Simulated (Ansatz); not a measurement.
C₂H₅BOSe at its PBE0-D4/def2-TZVP geometry, where that method's forces vanish. The species carries charge 0 and has multiplicity 1. The bonds changed during the relaxation, so this is another structure than the one it started from.

```xyz
10

C     0.5715    0.9308    0.6407
B    -0.0561    0.1088   -0.5784
C    -1.5067   -0.3640   -0.3675
O    -2.5634   -0.7427   -0.2447
Se    0.7170   -1.7655   -0.9884
H     1.6174    1.1415    0.4070
H     0.5518    0.3792    1.5838
H     0.0679    1.8887    0.7977
H    -0.1177    0.6646   -1.6533
H     0.7184   -2.2415    0.4031
```

(1) What forces (eV/Å) does r2SCAN-D4/def2-TZVPP give on these atoms in Ansatz? (An estimate is asked.)

Answers

(1) Ansatz gave: 
```
C1   0.055  0.050  0.049
B2  -0.175  0.048 -0.011
C3   0.828  0.313 -0.095
O4  -0.777 -0.291  0.090
Se5  0.064 -0.125 -0.028
H6  -0.012  0.001  0.007
H7  -0.004  0.008 -0.020
H8   0.007 -0.016 -0.001
H9   0.022  0.003  0.014
H10 -0.007  0.011 -0.006
```
